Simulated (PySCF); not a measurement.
## Dipole response of Ni²³⁺ (nickel, charge +23)

[He] 2s2 2p1, 2P determinant. All numbers are calculated (PySCF 2.14, the non-relativistic Hamiltonian (point nucleus), in an uncontracted even-tempered set (17 s from 5.1 bohr⁻², ratio 2.2; 11 p from 6.6 bohr⁻², ratio 2.2; 6 d from 28 bohr⁻², ratio 2.4; 5 f from 42 bohr⁻², ratio 2.4; 4 g from 63 bohr⁻², ratio 2.4)). Coupled (time-dependent) response in atomic units; α is the mean over directions.

```json
{"method": "UHF", "mean α (bohr³)": "0.01246", "α xx, yy, zz": "0.01372, 0.009949, 0.01372", "C₆ (like pair)": "0.0004352", "S(−4)": "0.001230"}
{"method": "PBE0", "mean α (bohr³)": "0.01204", "α xx, yy, zz": "0.01334, 0.009449, 0.01334", "C₆ (like pair)": "0.0004137", "S(−4)": "0.001121"}
```

S(−4) is the Cauchy moment in α(ω) = α(0) + S(−4) ω² + …

α(iu) at PBE0:

```
u (hartree)  α(iu) (bohr³)
          0        0.01204
      0.400        0.01186
      0.800        0.01137
       1.60       0.009784
       2.40       0.008002
       3.20       0.006442
       4.00       0.005212
       6.00       0.003306
       8.00       0.002350
       12.0       0.001514
       20.0      0.0009834
```

A single London oscillator, α(iu) = α/(1 + u²/ω²), gives C₆ = (3/4) ω α². Matching the computed C₆ needs ω = 4 × 0.0004137 / (3 × 0.01204²) = 3.81 hartree.

For an ion, C₆ is the dispersion term alone; charge-induced terms of lower order in 1/R come first.

The components differ because the open shell of this determinant is not spherical; for a pure term their mean is the scalar polarisability.
